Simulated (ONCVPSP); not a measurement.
**Logarithmic derivatives: Nd, ONCV**

Nd, optimised norm-conserving Vanderbilt (ONCV), made with ONCVPSP 4.0.1 (PW91, scalar-relativistic). Core [Kr] 4d10, reference 4f4 5s2 5p6 6s1 6p1. Waves: 5s+6s: rc 2.55 bohr, ncon 3, nbas 8, qcut 5.2 1/bohr, 2 projectors; 5p+6p: rc 3.30 bohr, ncon 3, nbas 8, qcut 4.3 1/bohr, 2 projectors; d scattering state at 0.37 Ha: rc 2.65 bohr, ncon 3, nbas 7, qcut 3.5 1/bohr, 3 projectors, debl 1.2 Ha; 4f: rc 1.25 bohr, ncon 4, nbas 9, qcut 12.4 1/bohr, 2 projectors, debl 2.3 Ha. Local part: polynomial inside 1.10 bohr (lpopt 5, dvloc0 0 Ha). Core correction: none.

In the d channel the program set the typed energies aside and used 0.050, 1.250, 2.450 Ha.

The phase is arctan(r·R′/R) of the radial function R(r), unwrapped; energies in Ha, scanned from -3 to 5 Ha. A pole is an energy at which the radial function vanishes at the test radius. The pseudo phase is shifted by a multiple of π to meet the all-electron one at the reference energy, and phase errors are pseudo minus all-electron; the curves can meet again beyond the range given. Levels narrower than the energy grid can be missing from the lists of poles.

```tsv
channel	radius (bohr)	reference energy (Ha)	poles, all-electron	poles, pseudo	unbroken range about the reference energy with phases within 0.05 rad	phase error 1 Ha above the reference energy (rad)
s	2.59	-0.15	-1.41, 2.41	-1.41, 2.33	below 3.4	-0.002
p	3.35	-0.07	-0.81, 1.30, 4.47	-0.81, 1.27, 1.60, 4.45	below 1.5	-0.002
d	2.68	0.05	0.54, 4.12	0.54, 4.13	the whole range	+0.000
f	1.27	-0.11	1.00	1.00	the whole range	+0.000
```

Note: ghosts flagged at negative energy: s at -120.9 eV; GHOST(+) flagged for p at 41.5 eV. A true bound ghost makes a file unfit for plane-wave use.

Phases in the d channel:

```csv
E (Ha),all-electron,pseudo
-2.98,1.382,1.382
-2.76,1.373,1.373
-2.54,1.361,1.361
-2.32,1.348,1.348
-2.10,1.331,1.332
-1.88,1.311,1.312
-1.66,1.286,1.286
-1.44,1.251,1.252
-1.22,1.203,1.203
-1.00,1.127,1.127
-0.78,0.993,0.994
-0.56,0.699,0.699
-0.34,-0.064,-0.064
-0.12,-0.942,-0.942
0.10,-1.305,-1.305
0.32,-1.470,-1.470
0.54,-1.570,-1.570
0.76,-1.648,-1.648
0.98,-1.724,-1.724
1.20,-1.816,-1.816
1.42,-1.959,-1.959
1.64,-2.253,-2.253
1.86,-3.004,-3.003
2.08,-3.899,-3.899
2.30,-4.268,-4.268
2.52,-4.426,-4.426
2.74,-4.513,-4.513
2.96,-4.569,-4.569
3.18,-4.609,-4.609
3.40,-4.640,-4.640
3.62,-4.665,-4.665
3.84,-4.688,-4.687
4.06,-4.708,-4.707
4.28,-4.727,-4.725
4.50,-4.746,-4.744
4.72,-4.766,-4.763
4.94,-4.789,-4.784
```
